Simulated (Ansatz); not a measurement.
`COB(C)N` + `C[S][Sn][SH]` → `COB(C)S` + `C[S][Sn][NH2]`  (redistribution)

Calculated with Ansatz (gas phase, PBE0-D4/def2-TZVP geometries, no zero-point term in ΔE). CBS: MP2 limit from def2 TZ/QZ plus the TZ coupled-cluster correction, frozen cores. Functionals use def2-TZVPP. B3LYP here is the variant with VWN-RPA as its local correlation; programs differ in this. Elements past krypton have def2 core potentials. For Sn outer-core shells are correlated without core-valence functions, which leaves a few kJ/mol of doubt a bond. Each species was taken in one conformer, which may not be the lowest.

`COB(C)N`:

Z-matrix (Å, degrees):
```
C
O 1 1.404
H 1 1.095 2 111.9
H 1 1.096 2 111.8 3 121.7
H 1 1.091 2 108.0 3 -119.2
B 2 1.375 1 121.5 3 -60.0
N 6 1.405 2 115.7 1 -179.9
C 6 1.577 2 122.6 1 0.2
H 7 1.005 6 122.2 2 -0.0
H 7 1.002 6 123.1 2 -180.0
H 8 1.092 6 112.8 2 -179.5
H 8 1.095 6 111.2 2 59.6
H 8 1.095 6 111.3 2 -58.5
```

`C[S][Sn][SH]`:

Cartesian coordinates in Å:
```
C -1.256 -0.334 0.422
S 0.044 -0.786 1.600
Sn 2.161 -0.108 0.656
S 1.219 0.812 -1.396
H -1.115 -0.845 -0.530
H -2.206 -0.645 0.857
H -1.275 0.743 0.256
H 2.427 1.163 -1.866
```

`COB(C)S`:

```xyz
12

C    -1.461   -0.577    1.353
O    -0.822   -0.641    0.095
B     0.257    0.114   -0.215
C     0.901   -0.027   -1.636
S     0.913    1.266    1.048
H    -2.298   -1.274    1.336
H    -0.774   -0.861    2.156
H    -1.838    0.431    1.550
H     0.903    0.930   -2.166
H     1.945   -0.345   -1.565
H     0.362   -0.755   -2.245
H     1.912    1.739    0.289
```

`C[S][Sn][NH2]`:

Cartesian coordinates in Å:
```
C 0.861 0.569 -0.983
S 0.920 -1.234 -1.139
Sn -0.574 -2.117 0.571
N -1.147 -0.340 1.331
H 1.526 0.983 -1.741
H -0.146 0.949 -1.162
H 1.210 0.894 -0.002
H -0.849 0.574 1.029
H -1.799 -0.278 2.097
```

| level | ΔE (kJ/mol) |
| --- | --- |
| r2SCAN-D4 | 101.5 |
| ωB97M-V | 101.0 |
| r2SCAN | 101.7 |
| B3LYP | 106.2 |
| HF/def2-TZVPP | 112.3 |
| SCS-MP2/def2-TZVPP | 96.3 |
| MP2/CBS(def2) | 99.2 |
| CCSD/CBS(def2) | 101.3 |

(1) What does CCSD(T)/CBS give? (Estimate.)

Largest T1 diagnostic among the species: 0.016.

Answers

(1) The calculation gave: +98.9 kJ/mol. The listed levels differ from it by 2.6, 2.1, 2.8, 7.3, 13.4, -2.6, 0.3, 2.4 kJ/mol.

From PBE to PBE0 (25 % exact exchange), in def2-TZVPP and without D4, ΔE moves by +4.6 kJ/mol. In def2-TZVPP, CCSD(T) changes the Hartree–Fock value by −16.1 kJ/mol (the triples alone add −2.4 kJ/mol) and MP2 by −15.8 kJ/mol.
